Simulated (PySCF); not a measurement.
Simulation results for BH$_{3}$NSi, B$_{3}$H$_{2}$O, B$_{2}$FH$_{4}$, AlBHO$_{2}$ and others

All values are calculated (PySCF 2.14.0). Calculation on a computer-drawn molecule: the log of a Hartree-Fock and frozen-core CCSD(T) single point meant for a local Hartree-Fock minimum, with one planted fault or none, to be diagnosed. Offsets are logged minus clean, where the clean run is the same molecule without the fault. The reference is restricted for singlets and unrestricted otherwise, and also for a bond in bohr or an excited solution. Adding or removing an electron swaps singlet and doublet. The excited solution moves the top pair (singlet) or top alpha electron (doublet) to the lowest empty orbital. Highest occupied and lowest empty are orbital energies over both spins, largest force is the largest gradient component, triples share is (T) over the correlation energy, the T1 limit is 0.02 restricted and 0.045 unrestricted, electrons count all cores, a negative frequency is imaginary (commonest isotopes), and the dipole is about the centre of nuclear charge.

Common to all runs: logged SCF converged yes; possible faults no fault, one electron removed, one electron added, multiplicity raised by two, geometry at a saddle point, SCF held on an excited solution, minimal basis STO-3G, one bond length entered in bohr, all coordinates scaled.

(1) 
```xyz
6
formula=BH3NSi meant_charge=-1 meant_multiplicity=1 meant_basis=aug-cc-pV(D+d)Z logged_electrons=30 logged_basis_functions=105 logged_spin_squared=0 logged_highest_occupied=0.12169 logged_lowest_empty=3.3913 logged_largest_force=5.236e-05 logged_lowest_frequency=-1034.4 logged_T1_diagnostic=0.022627 logged_D1_diagnostic=0.071361 logged_triples_share=0.043725 logged_CC_converged=yes logged_dipole_magnitude=5.4291 logged_SCF_stable_within_its_kind=yes logged_energy_HF=-369.76271 logged_energy_CCSD(T)=-370.19298 planted_fault=geometry_at_a_saddle_point HF_energy_offset_from_clean_run=36.64 CCSD(T)_energy_offset_from_clean_run=32.55
B     -1.6834     0.3721     0.0000
N     -0.4755     0.1057     0.0000
Si     1.2230    -0.2702     0.0000
H     -2.8297     0.6246     0.0000
H      2.1627     0.8514     0.0000
H      1.6029    -1.6835     0.0000
```

Units: logged_highest_occupied, logged_lowest_empty in eV; logged_largest_force in hartree/bohr; logged_lowest_frequency in cm⁻¹; logged_dipole_magnitude in debye; logged_energy_HF, logged_energy_CCSD(T) in hartree; HF_energy_offset_from_clean_run, CCSD(T)_energy_offset_from_clean_run in kcal/mol.

Drawn bonds:
| atom | other atom | order |
| --- | --- | --- |
| 1 | 2 | 2 |
| 2 | 3 | 1 |
| 1 | 4 | 1 |
| 3 | 5 | 1 |
| 3 | 6 | 1 |

Notes: T1 above single-reference limit; highest electron not bound in this basis.

(2) 
```xyz
6
formula=B3H2O meant_charge=1 meant_multiplicity=1 meant_basis=cc-pVDZ logged_electrons=24 logged_basis_functions=66 logged_spin_squared=0 logged_highest_occupied=-20.667 logged_lowest_empty=-7.8698 logged_largest_force=0.15902 logged_T1_diagnostic=0.02212 logged_D1_diagnostic=0.059298 logged_triples_share=0.031275 logged_CC_converged=yes logged_dipole_magnitude=6.1635 logged_SCF_stable_within_its_kind=yes logged_energy_HF=-149.7034 logged_energy_CCSD(T)=-150.11948 planted_fault=all_coordinates_scaled,by_-6.8_% HF_energy_offset_from_clean_run=21.34 CCSD(T)_energy_offset_from_clean_run=28.98
B      0.7688     0.8861     0.2847
B      1.0438    -0.2202    -0.8548
B      1.3125    -1.3040    -1.9716
O      1.4975    -2.0532    -2.7436
H      0.0449     0.6235     1.0811
H      1.3202     1.8436     0.2042
```

Units: logged_highest_occupied, logged_lowest_empty in eV; logged_largest_force in hartree/bohr; logged_dipole_magnitude in debye; logged_energy_HF, logged_energy_CCSD(T) in hartree; HF_energy_offset_from_clean_run, CCSD(T)_energy_offset_from_clean_run in kcal/mol.

Drawn bonds:
| atom | other atom | order |
| --- | --- | --- |
| 1 | 2 | 1 |
| 2 | 3 | 1 |
| 3 | 4 | 2 |
| 1 | 5 | 1 |
| 1 | 6 | 1 |

Notes: T1 above single-reference limit.

(3) 
```xyz
7
formula=B2FH4 meant_charge=-1 meant_multiplicity=1 meant_basis=aug-cc-pVDZ logged_electrons=23 logged_basis_functions=105 logged_spin_squared=0.7594 logged_highest_occupied=-12.311 logged_lowest_empty=-1.7108 logged_largest_force=0.11438 logged_T1_diagnostic=0.021637 logged_D1_diagnostic=0.088585 logged_triples_share=0.028396 logged_CC_converged=yes logged_dipole_magnitude=1.5601 logged_SCF_stable_within_its_kind=yes logged_energy_HF=-151.05798 logged_energy_CCSD(T)=-151.50016 planted_fault=one_electron_removed HF_energy_offset_from_clean_run=72.41 CCSD(T)_energy_offset_from_clean_run=88.46
B     -1.3664     1.5989     2.2450
B     -1.4852     0.8881     3.7946
F     -1.8011     1.5502     4.9690
H     -2.0606     0.9320     1.4460
H     -1.6906     2.7989     2.2021
H     -0.1704     1.4686     1.8887
H     -1.2815    -0.2979     4.0589
```

Units: logged_highest_occupied, logged_lowest_empty in eV; logged_largest_force in hartree/bohr; logged_dipole_magnitude in debye; logged_energy_HF, logged_energy_CCSD(T) in hartree; HF_energy_offset_from_clean_run, CCSD(T)_energy_offset_from_clean_run in kcal/mol.

Drawn bonds:
| atom | other atom | order |
| --- | --- | --- |
| 1 | 2 | 1 |
| 2 | 3 | 1 |
| 1 | 4 | 1 |
| 1 | 5 | 1 |
| 1 | 6 | 1 |
| 2 | 7 | 1 |

(4) 
```xyz
5
formula=AlBHO2 meant_charge=-1 meant_multiplicity=1 meant_basis=aug-cc-pV(D+d)Z logged_electrons=36 logged_basis_functions=110 logged_spin_squared=0 logged_highest_occupied=-5.1323 logged_lowest_empty=3.3279 logged_largest_force=0.26828 logged_T1_diagnostic=0.021001 logged_D1_diagnostic=0.059512 logged_triples_share=0.033725 logged_CC_converged=yes logged_dipole_magnitude=3.4904 logged_SCF_stable_within_its_kind=yes logged_energy_HF=-416.96162 logged_energy_CCSD(T)=-417.53323 planted_fault=all_coordinates_scaled,by_-9.7_% HF_energy_offset_from_clean_run=46.41 CCSD(T)_energy_offset_from_clean_run=59.4
O     -0.9125     1.3956     1.7408
B     -0.4894     2.3578     1.4644
Al     0.2713     4.1120     0.9195
O      0.9622     4.9804     1.8613
H     -0.0052     4.2903    -0.4999
```

Units: logged_highest_occupied, logged_lowest_empty in eV; logged_largest_force in hartree/bohr; logged_dipole_magnitude in debye; logged_energy_HF, logged_energy_CCSD(T) in hartree; HF_energy_offset_from_clean_run, CCSD(T)_energy_offset_from_clean_run in kcal/mol.

Drawn bonds:
| atom | other atom | order |
| --- | --- | --- |
| 1 | 2 | 2 |
| 2 | 3 | 1 |
| 3 | 4 | 1 |
| 3 | 5 | 1 |

Notes: T1 above single-reference limit.

(5) 
```xyz
9
formula=AlBH5N2 meant_charge=0 meant_multiplicity=2 meant_basis=cc-pV(D+d)Z logged_electrons=37 logged_basis_functions=90 logged_spin_squared=0.7615 logged_highest_occupied=-6.8722 logged_lowest_empty=2.1724 logged_largest_force=4.201e-05 logged_lowest_frequency=33.972 logged_T1_diagnostic=0.016159 logged_D1_diagnostic=0.050949 logged_triples_share=0.026688 logged_CC_converged=yes logged_dipole_magnitude=2.7674 logged_SCF_stable_within_its_kind=yes logged_energy_HF=-378.44047 logged_energy_CCSD(T)=-378.96642 planted_fault=no_fault HF_energy_offset_from_clean_run=0 CCSD(T)_energy_offset_from_clean_run=0
N     -2.4792    -1.2451    -0.0756
B     -1.5802    -0.2120    -0.1584
Al    -0.2730     1.3538    -0.2684
N      1.2484     1.2345    -1.1714
H     -2.4580    -1.9364     0.6490
H     -3.2265    -1.3785    -0.7292
H     -0.5808     2.7267     0.4566
H      1.5784     0.4357    -1.6792
H      1.9169     1.9781    -1.2478
```

Units: logged_highest_occupied, logged_lowest_empty in eV; logged_largest_force in hartree/bohr; logged_lowest_frequency in cm⁻¹; logged_dipole_magnitude in debye; logged_energy_HF, logged_energy_CCSD(T) in hartree; HF_energy_offset_from_clean_run, CCSD(T)_energy_offset_from_clean_run in kcal/mol.

Drawn bonds:
| atom | other atom | order |
| --- | --- | --- |
| 1 | 2 | 1 |
| 2 | 3 | 1 |
| 3 | 4 | 1 |
| 1 | 5 | 1 |
| 1 | 6 | 1 |
| 3 | 7 | 1 |
| 4 | 8 | 1 |
| 4 | 9 | 1 |

(6) 
```xyz
10
formula=B2H6NSi meant_charge=1 meant_multiplicity=1 meant_basis=cc-pV(D+d)Z logged_electrons=36 logged_basis_functions=95 logged_spin_squared=0 logged_highest_occupied=-17.694 logged_lowest_empty=-4.422 logged_largest_force=3.069e-05 logged_lowest_frequency=125.54 logged_T1_diagnostic=0.013218 logged_D1_diagnostic=0.045944 logged_triples_share=0.02696 logged_CC_converged=yes logged_dipole_magnitude=2.407 logged_SCF_stable_within_its_kind=yes logged_energy_HF=-396.01054 logged_energy_CCSD(T)=-396.48016 planted_fault=no_fault HF_energy_offset_from_clean_run=0 CCSD(T)_energy_offset_from_clean_run=0
B      1.3140    -3.1371     0.4846
N      0.1784    -2.6709     1.2645
Si    -0.5218    -1.1827     1.0382
B      0.2101     0.0784    -0.3837
H      1.7402    -2.3911    -0.3506
H      1.7712    -4.2117     0.6933
H     -0.1829    -3.2958     1.9682
H     -1.6552    -0.8949     1.9216
H     -0.2455     0.0156    -1.4802
H      1.0620     0.8461    -0.0693
```

Units: logged_highest_occupied, logged_lowest_empty in eV; logged_largest_force in hartree/bohr; logged_lowest_frequency in cm⁻¹; logged_dipole_magnitude in debye; logged_energy_HF, logged_energy_CCSD(T) in hartree; HF_energy_offset_from_clean_run, CCSD(T)_energy_offset_from_clean_run in kcal/mol.

Drawn bonds:
| atom | other atom | order |
| --- | --- | --- |
| 1 | 2 | 1 |
| 2 | 3 | 1 |
| 3 | 4 | 1 |
| 1 | 5 | 1 |
| 1 | 6 | 1 |
| 2 | 7 | 1 |
| 3 | 8 | 1 |
| 4 | 9 | 1 |
| 4 | 10 | 1 |

(7) 
```xyz
5
formula=ClHNOSi meant_charge=-1 meant_multiplicity=1 meant_basis=aug-cc-pV(D+d)Z logged_electrons=48 logged_basis_functions=119 logged_spin_squared=0 logged_highest_occupied=-5.1407 logged_lowest_empty=4.2727 logged_largest_force=0.042933 logged_T1_diagnostic=0.016488 logged_D1_diagnostic=0.046875 logged_triples_share=0.035815 logged_CC_converged=yes logged_dipole_magnitude=1.8403 logged_SCF_stable_within_its_kind=yes logged_energy_HF=-878.4651 logged_energy_CCSD(T)=-879.13507 planted_fault=all_coordinates_scaled,by_-2.9_% HF_energy_offset_from_clean_run=4.023 CCSD(T)_energy_offset_from_clean_run=8.927
N     -0.6134    -0.5990    -0.0095
Si    -0.1857     0.4206     1.0935
O     -0.7804     1.1919     2.2081
Cl     1.8317     0.7745     0.9058
H     -1.5650    -0.8215     0.0121
```

Units: logged_highest_occupied, logged_lowest_empty in eV; logged_largest_force in hartree/bohr; logged_dipole_magnitude in debye; logged_energy_HF, logged_energy_CCSD(T) in hartree; HF_energy_offset_from_clean_run, CCSD(T)_energy_offset_from_clean_run in kcal/mol.

Drawn bonds:
| atom | other atom | order |
| --- | --- | --- |
| 1 | 2 | 2 |
| 2 | 3 | 1 |
| 2 | 4 | 1 |
| 1 | 5 | 1 |

(8) 
```xyz
9
formula=CH5BFO meant_charge=-1 meant_multiplicity=1 meant_basis=aug-cc-pVDZ logged_electrons=34 logged_basis_functions=137 logged_spin_squared=0 logged_highest_occupied=-4.6254 logged_lowest_empty=3.7891 logged_largest_force=2.443e-05 logged_lowest_frequency=94.185 logged_T1_diagnostic=0.013769 logged_D1_diagnostic=0.03608 logged_triples_share=0.027714 logged_CC_converged=yes logged_dipole_magnitude=3.5445 logged_SCF_stable_within_its_kind=yes logged_energy_HF=-239.86587 logged_energy_CCSD(T)=-240.59675 planted_fault=no_fault HF_energy_offset_from_clean_run=0 CCSD(T)_energy_offset_from_clean_run=0
C     -1.1172    -0.4027    -1.4149
O     -1.2962     0.5064    -2.4244
B     -0.4254     1.7016    -2.3647
F     -0.7642     2.5233    -3.4999
H     -0.0942    -0.8113    -1.3914
H     -1.3116     0.0279    -0.4196
H     -1.8060    -1.2463    -1.5493
H      0.7840     1.3674    -2.4333
H     -0.6329     2.3433    -1.3043
```

Units: logged_highest_occupied, logged_lowest_empty in eV; logged_largest_force in hartree/bohr; logged_lowest_frequency in cm⁻¹; logged_dipole_magnitude in debye; logged_energy_HF, logged_energy_CCSD(T) in hartree; HF_energy_offset_from_clean_run, CCSD(T)_energy_offset_from_clean_run in kcal/mol.

Drawn bonds:
| atom | other atom | order |
| --- | --- | --- |
| 1 | 2 | 1 |
| 2 | 3 | 1 |
| 3 | 4 | 1 |
| 1 | 5 | 1 |
| 1 | 6 | 1 |
| 1 | 7 | 1 |
| 3 | 8 | 1 |
| 3 | 9 | 1 |

(9) 
```xyz
7
formula=CH3AlClO meant_charge=0 meant_multiplicity=2 meant_basis=cc-pV(D+d)Z logged_electrons=47 logged_basis_functions=89 logged_spin_squared=3.792 logged_highest_occupied=-4.3179 logged_lowest_empty=-2.4557 logged_largest_force=0.12396 logged_T1_diagnostic=0.040831 logged_D1_diagnostic=0.25421 logged_triples_share=0.026738 logged_CC_converged=yes logged_dipole_magnitude=7.645 logged_SCF_stable_within_its_kind=yes logged_energy_HF=-815.74176 logged_energy_CCSD(T)=-816.26777 planted_fault=multiplicity_raised_by_two HF_energy_offset_from_clean_run=150.7 CCSD(T)_energy_offset_from_clean_run=164
C      0.2996     0.2177     0.1402
O      1.5388     0.7475     0.2350
Al     2.9939     0.6348     1.0569
Cl     3.1470    -0.6855     2.6927
H     -0.3800     0.7473    -0.5152
H     -0.0852    -0.3202     1.0001
H      4.2037     1.5062     0.6178
```

Units: logged_highest_occupied, logged_lowest_empty in eV; logged_largest_force in hartree/bohr; logged_dipole_magnitude in debye; logged_energy_HF, logged_energy_CCSD(T) in hartree; HF_energy_offset_from_clean_run, CCSD(T)_energy_offset_from_clean_run in kcal/mol.

Drawn bonds:
| atom | other atom | order |
| --- | --- | --- |
| 1 | 2 | 1 |
| 2 | 3 | 1 |
| 3 | 4 | 1 |
| 1 | 5 | 1 |
| 1 | 6 | 1 |
| 3 | 7 | 1 |

(10) 
```xyz
10
formula=C2H6BO meant_charge=0 meant_multiplicity=2 meant_basis=cc-pVDZ logged_electrons=31 logged_basis_functions=86 logged_spin_squared=0.7785 logged_highest_occupied=-7.2735 logged_lowest_empty=0.48183 logged_largest_force=0.063331 logged_dipole_magnitude=2.2743 logged_SCF_stable_within_its_kind=no logged_energy_HF=-178.63274
B     -1.0045     0.2290     1.9654
C     -2.4642     0.2107     1.3810
C     -2.7183     1.2617     0.2978
O     -3.4095     0.3127     2.4271
H     -0.6685     0.1568     3.1101
H     -2.5375    -0.7852     0.9072
H     -2.0108     1.1583    -0.5265
H     -3.7287     1.1567    -0.1091
H     -2.6298     2.2702     0.7078
H     -4.2808     0.2224     2.0689
```

Units: logged_highest_occupied, logged_lowest_empty in eV; logged_largest_force in hartree/bohr; logged_dipole_magnitude in debye; logged_energy_HF in hartree.

Drawn bonds:
| atom | other atom | order |
| --- | --- | --- |
| 1 | 2 | 1 |
| 2 | 3 | 1 |
| 2 | 4 | 1 |
| 1 | 5 | 1 |
| 2 | 6 | 1 |
| 3 | 7 | 1 |
| 3 | 8 | 1 |
| 3 | 9 | 1 |
| 4 | 10 | 1 |

Notes: coupled-cluster numbers left out as unreliable.

Questions
1. Which fault was planted in the run of C$_{2}$H$_{6}$BO (entry 10)?

Answers
1. SCF held on an excited solution

Further results for C$_{2}$H$_{6}$BO (entry 10):

```
HF energy offset from clean run : 40.86 kcal/mol
```
